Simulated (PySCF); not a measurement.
Bonding in `[SiH3]N[SiH]1C=CC=C1`

Compound: C4H9NSi2.
Atom-mapped SMILES: `[SiH3:1][NH:2][SiH:3]1[CH:4]=[CH:5][CH:6]=[CH:7]1` (hydrogens: H8, H9, H10 on Si1; H11 on N2; H12 on Si3; H13 on C4; H14 on C5; H15 on C6; H16 on C7)

Geometry (GFN2-xTB, Å), atoms numbered from 1 in this order:
```xyz
16
C4H9NSi2 angstrom
Si     2.929    0.357   -0.296
N      1.276    0.804   -0.036
Si    -0.144   -0.115   -0.409
C     -1.730    0.876   -0.160
C     -2.509    0.239    0.720
C     -1.971   -0.987    1.297
C     -0.756   -1.357    0.880
H      3.707    1.566   -0.023
H      3.357   -0.733    0.590
H      3.032   -0.072   -1.688
H      1.134    1.537    0.641
H      0.024   -0.697   -1.741
H     -2.038    1.785   -0.648
H     -3.489    0.582    1.027
H     -2.558   -1.530    2.025
H     -0.271   -2.247    1.246
```

Bond orders from the PBE0/pcSseg-1 density (PySCF). The structure is a single GFN2-xTB conformer in the gas phase; no vibrational or solvent corrections.

(1) Where do the orders between heavy atoms depart from those drawn in the SMILES?

(2) Give the Mayer order of every bond, beside its length.

Results:

(1) The largest departure is 0.165, at C7–Si3 (drawn single, 0.835). Drawn single, order below 0.88: Si3–C4 (0.874) and C7–Si3 (0.835).

(2) 
| bond | drawn as | length (Å) | Mayer order |
| --- | --- | --- | --- |
| Si1–N2 | single | 1.732 | 0.959 |
| N2–Si3 | single | 1.732 | 0.991 |
| Si3–C4 | single | 1.887 | 0.874 |
| C4–C5 | double | 1.336 | 1.846 |
| C5–C6 | single | 1.458 | 1.069 |
| C6–C7 | double | 1.337 | 1.857 |
| C7–Si3 | single | 1.891 | 0.835 |
| Si1–H8 | single | 1.464 | 0.944 |
| Si1–H9 | single | 1.468 | 0.910 |
| Si1–H10 | single | 1.461 | 0.941 |
| N2–H11 | single | 1.008 | 0.917 |
| Si3–H12 | single | 1.462 | 0.939 |
| C4–H13 | single | 1.077 | 0.953 |
| C5–H14 | single | 1.082 | 0.972 |
| C6–H15 | single | 1.082 | 0.972 |
| C7–H16 | single | 1.078 | 0.952 |

By pair of heavy elements: N–Si: lowest Si1–N2 (0.959, 1.732 Å), highest N2–Si3 (0.991, 1.732 Å). C–Si: lowest C7–Si3 (0.835, 1.891 Å), highest Si3–C4 (0.874, 1.887 Å). C–C: lowest C5–C6 (1.069, 1.458 Å), highest C6–C7 (1.857, 1.337 Å).

Question: Sum the orders of all bonds at each heavy atom with more than one neighbour and set the sums beside the valence in the SMILES.

Answer: Si1 3.754 (drawn 4), N2 2.867 (drawn 3), Si3 3.639 (drawn 4), C4 3.673 (drawn 4), C5 3.887 (drawn 4), C6 3.898 (drawn 4), C7 3.644 (drawn 4). Orders between atoms that aren't bonded are not in these sums.

The Mayer order sums products of elements of PS (density times overlap matrix) between the two atoms' basis functions, so it depends on the basis set.

The run behind these numbers computed NMR shieldings as well. Hardware: one thread, Arm Neoverse N1 (aarch64), shared host with 64 logical CPUs at a one-minute load of 60. Cost: 49 s of wall time, 0.95 GiB resident at most.
